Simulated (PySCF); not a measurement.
Vertical excitations of a molecule C₃H₂FNS from TDA-PBE/def2-SVPD (PySCF), as energy in eV (oscillator strength): 5.16 (0.000), 5.33 (0.070), 5.35 (0.002), 6.16 (0.042), 6.47 (0.005), 6.55 (0.038), 6.58 (0.000), 6.73 (0.000), 7.23 (0.004), 7.25 (0.012). Lowest triplet (TDA): 3.55 eV. Coordinates come from a r2SCAN-D4/def2-SVP optimisation. One conformer was computed; it need not be the lowest.

**Question.** Pick the molecule that these values belong to.
A. Fc1nccs1
B. Fc1cscn1
C. Fc1cncs1

**Answer.** B, Fc1cscn1
